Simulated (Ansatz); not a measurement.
Basis-set extrapolation for C$_{2}$H$_{6}$FSi (`[CH2][SiH](C)F`) radical (PBE0-D4/def2-TZVP geometry, frozen core, Ansatz 0.2.0). Multiplicity 2, UHF reference.

|  | def2-TZVPP | def2-QZVPP |
| --- | --- | --- |
| HF | -467.735602 | -467.753523 |
| MP2 correlation | -0.691173 | -0.746269 |
| CCSD(T) correlation | -0.757932 | not run |

Energies in hartree. Use E(X) = E(∞) + A·exp(−7.88·√X) for Hartree–Fock and E(X) = E(∞) + B·X^(−2.97) for correlation, with X = 3 and 4, and add CCSD(T) minus MP2 of the smaller set to the MP2 limit.

Q: What is the CCSD(T) energy at the basis-set limit?

A: HF limit: -467.753523 + (-0.017921) × 0.13774 = -467.75599. MP2 limit: -0.746269 + (-0.055096) × 0.74074 = -0.78708. Higher-order term: -0.757932 − (-0.691173) = -0.06676. Total: -468.60983 hartree, 305.3 kJ/mol below CCSD(T)/def2-TZVPP.
